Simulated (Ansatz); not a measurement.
Single points on the cluster Ge₂Te₃⁻.

```yaml
crystal:
  periodic: [false, false, false]
  atoms:
    - {symbol: Ge, position_ang: [1.210757, -0.410740, 0.612590]}
    - {symbol: Ge, position_ang: [-1.210789, 0.410750, -0.612606]}
    - {symbol: Te, position_ang: [0.849552, -0.602756, -2.083211]}
    - {symbol: Te, position_ang: [0.323488, 2.160053, 0.808970]}
    - {symbol: Te, position_ang: [-1.173008, -1.557307, 1.274266]}
basis:
  gaussian: {orbitals: def2-TZVPD, initial_orbitals: start.molden}
total_charge: -1
magnetization: {spin_polarized: true, initial_magnetization: 1}
hamiltonian: {xc: pbe0, dispersion: d4}
scf: {omitted_lower_state_checks: [starts]}
output: {orbitals: {seedname: orbitals}}
```

The file start.molden holds the orbitals of an earlier run on this structure, at another level or in another basis.

```sh
$ ansatz run in.yaml --threads 4 --pin off --events-out ev --progress --plain --max-ram 4787MiB
```

Shortened log:

```
Functional definition: PBE0
  name "PBE0"
  cite "Adamo & Barone, J. Chem. Phys. 110, 6158 (1999) doi:10.1063/1.478522"
  cite "Perdew, Burke & Ernzerhof, Phys. Rev. Lett. 77, 3865 (1996) doi:10.1103/PhysRevLett.77.3865"
  parent pbe
  parameter a = 0.25
  parameter kappa = 0.804
  parameter beta = 0.06672455060314922
  exchange = (1 - a)*pbe_x(kappa = kappa, mu = beta*pi^2/3) + a*exact_x
  correlation = pbe_c(beta = beta)
these checks for a lower state are left out or cut short: starts
2283 factors; their error is unknown
the host lacks memory for fits, so the integrals are decomposed
2284 factors; integrals over basis functions are off by at most 1.2e-3 eV
mean field evaluation 1: about -134908.6623 eV, gradient 1.1e2 eV
mean field evaluation 2: about -134909.9199 eV, gradient 3.0e0 eV
mean field evaluation 4: about -134910.1503 eV, gradient 3.5e-1 eV
mean field evaluation 8: about -134910.1518 eV, gradient 2.5e-5 eV
mean field -134910.15179118 eV, -4957.8566329404 hartree, gradient 2.5e-5 eV, S^2 0.766301; 0 other end points of the search recorded, 0 dependent functions left out
reference -134910.15183813 eV, -4957.8566346659 hartree; 69, 68 occupied and 216, 217 virtual orbitals, 2284 factors
Total energy: -134910.54683281 eV, -4957.8711504527 hartree
Checks for a lower state left out: starts
```

It took 34 s on 4 threads of Arm Neoverse V1 on a shared host, peak host memory 1.8 GiB.

As the first input, with `hamiltonian: {xc: {name: PBE-QIDH}}` and without the key `output` (abridged; 45 s):

```
Functional definition: PBE-QIDH
mean field -134859.88594492 eV, -4956.0093971618 hartree, gradient 7.7e-6 eV, S^2 0.813214
30 core orbitals not correlated: weight in the atoms' cores, before any rotation towards them, 1.000 or more for the frozen orbitals, at most 0.000 for the correlated occupied ones
second order -57.06277630 eV of doubles, -0.00000000 eV of singles
Total energy: -134878.90688915 eV, -4956.7084039697 hartree
Checks for a lower state left out: starts
```

The first input with `hamiltonian: {xc: pbe}`, `correlation: {method: rpa}` and without the key `output` (abridged; 46 s):

```
Functional definition: PBE
mean field -134906.16443816 eV, -4957.7101004200 hartree, gradient 1.2e-6 eV, S^2 0.754367
30 core orbitals not correlated: weight in the atoms' cores, before any rotation towards them, 1.000 or more for the frozen orbitals, at most 0.000 for the correlated occupied ones
Total energy: -134813.53461703 eV, -4954.3060172801 hartree
Checks for a lower state left out: starts
```

First input, but with `correlation: {method: mp2}` and without the key `hamiltonian` (abridged; 38 s):

```
Functional definition: HF
mean field -134749.54127162 eV, -4951.9543052123 hartree, gradient 2.3e-6 eV, S^2 0.882442
30 core orbitals not correlated: weight in the atoms' cores, before any rotation towards them, 1.000 or more for the frozen orbitals, at most 0.000 for the correlated occupied ones
second order -51.24950518 eV of doubles, -0.00000000 eV of singles
Total energy: -134800.79077680 eV, -4953.8376897896 hartree
Checks for a lower state left out: starts
```

As the first input, with `hamiltonian: {xc: r2scan, dispersion: d4}` (abridged; 30 s):

```
Functional definition: r2SCAN
mean field -134931.57652994 eV, -4958.6439775678 hartree, gradient 1.4e-5 eV, S^2 0.765555
Total energy: -134931.65910843 eV, -4958.6470122713 hartree
Checks for a lower state left out: starts
```

First input, but with `hamiltonian: {xc: pbe, dispersion: d4}`, `output: {forces: true, orbitals: {seedname: orbitals}}` (abridged; 15 s):

```
Functional definition: PBE
mean field -134906.16444960 eV, -4957.7101008401 hartree, gradient 4.3e-6 eV, S^2 0.754367
Total energy: -134906.61994678 eV, -4957.7268400529 hartree
Atom 0 force    -0.151505     0.051408    -0.076564 eV/Å
Atom 1 force     0.151617    -0.051425     0.076792 eV/Å
Atom 2 force    -0.047425     0.033626     0.116117 eV/Å
Atom 3 force    -0.018105    -0.120541    -0.045188 eV/Å
Atom 4 force     0.065418     0.086931    -0.071157 eV/Å
Dipole moment:    -0.000005    -0.000000    -0.000018 e Å
Checks for a lower state left out: starts
```

As the first input, with `hamiltonian: {xc: {name: revPBE}, dispersion: d4}` (abridged; 14 s):

```
Functional definition: revPBE
mean field -134918.39102864 eV, -4958.1594193326 hartree, gradient 1.1e-5 eV, S^2 0.755207
Total energy: -134919.20149609 eV, -4958.1892034618 hartree
Checks for a lower state left out: starts
```

Geometry: PBE-D4/def2-SVPD.

In the def2 sets Te takes a core potential; there is no spin–orbit coupling. Correlated methods freeze 30 core orbitals; core or outer-core shells of Ge, Te are correlated, in sets that lack core-valence functions. At MP2/def2-TZVPD the charge -1 doublet is spin-contaminated (final ⟨S²⟩ up to 0.88, 0.75 for a pure state). The structure comes from a short search, and lower isomers may exist.
